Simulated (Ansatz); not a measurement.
`CN[SiH2]O` and `CN[SiH2]C=O` differ in one atom or group.

Ansatz, PBE0-D4/def2-TZVP geometries, multiplicity 1. Each molecule was computed in one conformer, which needn't be the lowest.

```csv
property,`CN[SiH2]O`
LUMO energy (B3LYP/def2-TZVPP) / eV,0.30
LUMO energy (PBE/def2-TZVPP) / eV,-0.23
HOMO–LUMO gap (PBE0/def2-TZVPP) / eV,7.60
HOMO energy (PBE/def2-TZVPP) / eV,-5.60
HOMO energy (ωB97M-V/def2-TZVPP) / eV,-9.35
size of the dipole moment (PBE/def2-TZVPP) / D,2.00
```

**Question.** Give the same properties after the change, and the shifts. (An estimate is asked.)

**Answer.** Computed: 
```
                                      property  `CN[SiH2]C=O`  shift
           LUMO energy (B3LYP/def2-TZVPP) / eV          -1.60  -1.90
             LUMO energy (PBE/def2-TZVPP) / eV          -2.50  -2.27
          HOMO–LUMO gap (PBE0/def2-TZVPP) / eV           5.16  -2.44
             HOMO energy (PBE/def2-TZVPP) / eV          -5.10   0.50
         HOMO energy (ωB97M-V/def2-TZVPP) / eV          -8.80   0.55
size of the dipole moment (PBE/def2-TZVPP) / D           1.52  -0.48
```

With PBE0 the HOMO rises by 0.48 eV and the LUMO falls by 1.96 eV, so the gap narrows by about 2.44 eV. PBE moves the HOMO by 0.50 eV and ωB97M-V by 0.55 eV. Dipoles are sizes alone; their direction can turn.

B3LYP here is the variant with VWN-RPA as its local correlation; programs differ in this.
